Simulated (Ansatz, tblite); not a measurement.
Cost and result up the ladder for (Cl)2Si(OSiH2)2O (Si3Cl2O3H4) (12 atoms). Total charge 0; singlet. Geometry: PBE-D4/def2-SVP.

Cartesian coordinates in Å:
```
Si 0.503 -1.013 1.257
Cl 1.117 -2.959 1.045
Cl 0.595 -0.488 3.237
O -1.056 -0.861 0.715
Si -1.727 0.088 -0.510
O -0.482 0.969 -1.208
Si 1.164 1.044 -0.896
O 1.492 -0.020 0.373
H -2.725 1.021 0.097
H -2.343 -0.811 -1.533
H 1.534 2.429 -0.472
H 1.926 0.601 -2.105
```

Ansatz on 2 threads of AMD EPYC 7R13 on a shared host and a share (18 GiB) of an NVIDIA H100 80GB HBM3; xTB runs through tblite on one thread. Times are rough, summed over both states, and most runs start from the orbitals of an earlier one. PBE-QIDH/def2-TZVP serves as the yardstick here, not as an exact answer. Differences are given only for rows in sets of like size (and for xTB, whose basis is part of the method), since another set adds its own error. The other state is a doublet.

The xTB rows come from tblite. Correlated methods freeze 28 core orbitals. The rows differ in basis, and correlated rows in double-zeta sets carry the largest basis error. In CCSD on the charge 1 doublet the largest single amplitude is 0.38, so its Hartree–Fock determinant may place the open shell otherwise than the density functionals do. HOMO above LUMO, or a gap near zero within one spin, warns that the state may not be the lowest or that an electron is smeared out.

Run but left out: HF/def2-SVP, MP2/def2-SVP (charge +1 doublet: a determinant that CCSD turns far, T1 0.060).

Correlated methods converge slowly with the basis, most of all in double-zeta sets.

Raw xTB energies of ions are shifted by several eV.

```csv
level,functions,wall time,vertical IE (eV),difference from PBE-QIDH/def2-TZVP (eV),remarks
GFN2-xTB,61,0.036 s,13.90,2.31,–
GFN1-xTB,65,0.039 s,13.90,2.30,–
PBE-D4/def2-TZVP,302,15 s,9.84,-1.76,gap within one spin near zero (+1 doublet)
PBE0-D4/def2-TZVP,302,15 s,10.60,-1.00,–
PBE-QIDH/def2-TZVP (with forces),302,24 s,11.60,0.00,–
CCSD(T)/def2-SVP,152,26 s,11.23,–,large T1 (0.060) (+1 doublet)
```
